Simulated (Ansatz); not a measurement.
Harmonic frequencies (cm⁻¹) at PBE0-D4/def2-TZVP from Ansatz: 118, 168, 182, 301, 349, 524, 591, 608, 702, 783, 970, 985, 1016, 1059, 1234, 1398, 1438, 1469, 1484, 1654, 1909, 1919, 3026, 3092, 3094, 3100, 3185.

Problem. Which molecule is it?
A. `[CH3][Al]1[CH2][CH2]1`
B. `C=[C](C)[AlH2]`
C. `C/C=[CH]/[AlH2]`
D. `C1[CH2][AlH][CH2]1`

Solution. B.
